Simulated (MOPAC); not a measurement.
MOPAC input (PM7):

```
PM7 1SCF UHF MS=0.5 GEO-OK AUX(PRECISION=9) THREADS=1
C4H10N

C    -0.52259556 1    1.41380818 1   -0.54710335 1
C    -0.47628879 1   -0.00863254 1   -0.10906475 1
C    -1.76113446 1   -0.73758789 1    0.07712034 1
C     0.73653517 1   -0.51459163 1    0.60259510 1
N     1.98103512 1   -0.12297846 1   -0.06787998 1
H     0.47082954 1    1.78409374 1   -0.79625337 1
H    -0.92322001 1    2.06075267 1    0.25152764 1
H    -1.18221459 1    1.54698921 1   -1.40901904 1
H    -1.61418387 1   -1.81869408 1    0.13333524 1
H    -2.46315045 1   -0.52641688 1   -0.73370246 1
H    -2.26847651 1   -0.43754736 1    1.00949665 1
H     0.63649361 1   -1.60091063 1    0.74420106 1
H     0.77768246 1   -0.08277357 1    1.61760298 1
H     2.05416823 1   -0.58675710 1   -0.96638075 1
H     2.78572766 1   -0.39586353 1    0.48306804 1
```

From the output:

```
                                                       MOPAC v23.2.5 Linux

          FINAL HEAT OF FORMATION =          6.98834 KCAL/MOL =      29.23922 KJ/MOL

          COSMO AREA              =        126.34 SQUARE ANGSTROMS
          COSMO VOLUME            =        113.97 CUBIC ANGSTROMS

          IONIZATION POTENTIAL    =          8.313708 EV
          ALPHA SOMO LUMO (EV)    =         -8.314  3.622
          BETA  SOMO LUMO (EV)    =         -9.434  1.131
          NO. OF ALPHA ELECTRONS  =         16
          NO. OF BETA  ELECTRONS  =         15
          MOLECULAR WEIGHT        =         72.1297         POINT GROUP:  C1

          MOLECULAR DIMENSIONS (Angstroms)

            Atom       Atom       Distance
            H    15    H    10     5.38965
            H     9    H     7     3.86157
            H    11    H    14     2.90339

          SCF CALCULATIONS        =          1

   ATOM   CHEMICAL          X               Y               Z
  NUMBER   SYMBOL      (ANGSTROMS)     (ANGSTROMS)     (ANGSTROMS)

     1       C         -0.52259556  *   1.41380818  *  -0.54710335  *
     2       C         -0.47628879  *  -0.00863254  *  -0.10906475  *
     3       C         -1.76113446  *  -0.73758789  *   0.07712034  *
     4       C          0.73653517  *  -0.51459163  *   0.60259510  *
     5       N          1.98103512  *  -0.12297846  *  -0.06787998  *
     6       H          0.47082954  *   1.78409374  *  -0.79625337  *
     7       H         -0.92322001  *   2.06075267  *   0.25152764  *
     8       H         -1.18221459  *   1.54698921  *  -1.40901904  *
     9       H         -1.61418387  *  -1.81869408  *   0.13333524  *
    10       H         -2.46315045  *  -0.52641688  *  -0.73370246  *
    11       H         -2.26847651  *  -0.43754736  *   1.00949665  *
    12       H          0.63649361  *  -1.60091063  *   0.74420106  *
    13       H          0.77768246  *  -0.08277357  *   1.61760298  *
    14       H          2.05416823  *  -0.58675710  *  -0.96638075  *
    15       H          2.78572766  *  -0.39586353  *   0.48306804  *

                             CARTESIAN COORDINATES

   1    C       -0.522595560     1.413808180    -0.547103350
   2    C       -0.476288790    -0.008632540    -0.109064750
   3    C       -1.761134460    -0.737587890     0.077120340
   4    C        0.736535170    -0.514591630     0.602595100
   5    N        1.981035120    -0.122978460    -0.067879980
   6    H        0.470829540     1.784093740    -0.796253370
   7    H       -0.923220010     2.060752670     0.251527640
   8    H       -1.182214590     1.546989210    -1.409019040
   9    H       -1.614183870    -1.818694080     0.133335240
  10    H       -2.463150450    -0.526416880    -0.733702460
  11    H       -2.268476510    -0.437547360     1.009496650
  12    H        0.636493610    -1.600910630     0.744201060
  13    H        0.777682460    -0.082773570     1.617602980
  14    H        2.054168230    -0.586757100    -0.966380750
  15    H        2.785727660    -0.395863530     0.483068040

           Empirical Formula: C4 H10 N  =    15 atoms

      MOLECULAR POINT GROUP   :   C1

          ALPHA EIGENVALUES
 -35.36439 -27.99618 -24.24049 -23.44277 -18.29114 -16.66760 -15.99331 -15.21802
 -14.53392 -13.60950 -13.21546 -12.98270 -12.23489 -11.86203  -9.46149  -8.31371
   3.62199   4.36344   4.68279   4.89831   5.43967   5.61897   5.83761   5.95286
   6.04440   6.33501   6.40402   6.93385   7.05922   7.39140

           BETA EIGENVALUES
 -35.33055 -27.82749 -24.16205 -23.36522 -18.03352 -16.57110 -15.94512 -14.94480
 -14.31581 -13.51584 -13.04194 -12.88873 -12.14252 -11.75650  -9.43400   1.13127
   3.71207   4.60752   4.92515   5.22249   5.50701   5.71965   5.87710   6.03794
   6.11572   6.35701   6.44000   6.97274   7.06973   7.42525

              NET ATOMIC CHARGES AND DIPOLE CONTRIBUTIONS

  ATOM NO.   TYPE          CHARGE      No. of ELECS.   s-Pop       p-Pop
    1          C          -0.442298        4.4423     1.04687     3.39542
    2          C          -0.026529        4.0265     1.09854     2.92799
    3          C          -0.456082        4.4561     1.04847     3.40761
    4          C          -0.127724        4.1277     1.05357     3.07415
    5          N          -0.620412        5.6204     1.64753     3.97288
    6          H           0.174393        0.8256     0.82561
    7          H           0.151105        0.8489     0.84889
    8          H           0.145915        0.8541     0.85408
    9          H           0.147636        0.8524     0.85236
   10          H           0.155815        0.8442     0.84419
   11          H           0.155473        0.8445     0.84453
   12          H           0.111320        0.8887     0.88868
   13          H           0.147720        0.8523     0.85228
   14          H           0.243465        0.7565     0.75654
   15          H           0.240204        0.7598     0.75980
 DIPOLE           X         Y         Z       TOTAL
 POINT-CHG.    -0.604    -0.698     0.640     1.124
 HYBRID         0.181    -0.921     0.161     0.952
 SUM           -0.423    -1.619     0.802     1.855

          ATOMIC ORBITAL ELECTRON POPULATIONS

     Atom    s        px        py        pz
    1  C   1.04687   1.18705   1.05222   1.15615
    2  C   1.09854   0.93200   0.96562   1.03037
    3  C   1.04847   1.08973   1.14545   1.17243
    4  C   1.05357   0.92199   1.09357   1.05860
    5  N   1.64753   1.11951   1.66877   1.18460
    6  H   0.82561
    7  H   0.84889
    8  H   0.85408
    9  H   0.85236
   10  H   0.84419
   11  H   0.84453
   12  H   0.88868
   13  H   0.85228
   14  H   0.75654
   15  H   0.75980

                    (SZ)    =    0.500000
                    (S**2)  =    0.753743

          ATOMIC ORBITAL SPIN POPULATIONS

    Atom   Total    s     px     py     pz
         Atomic
    1  C -0.0394 -0.005 -0.003 -0.023 -0.007
    2  C  0.9785  0.039  0.069  0.159  0.711
    3  C -0.0415 -0.006 -0.021 -0.009 -0.006
    4  C -0.0441 -0.006 -0.015 -0.006 -0.017
    5  N  0.0138  0.001  0.007  0.003  0.003
    6  H  0.0044  0.004
    7  H  0.0338  0.034
    8  H  0.0115  0.011
    9  H  0.0063  0.006
   10  H  0.0092  0.009
   11  H  0.0330  0.033
   12  H  0.0053  0.005
   13  H  0.0302  0.030
   14  H  0.0001  0.000
   15  H -0.0011 -0.001

 **********************
 *                    *
 * JOB ENDED NORMALLY *
 *                    *
 **********************

 == MOPAC DONE ==
```

The geometry given is a B3LYP-D3(BJ)/def2-TZVP minimum.
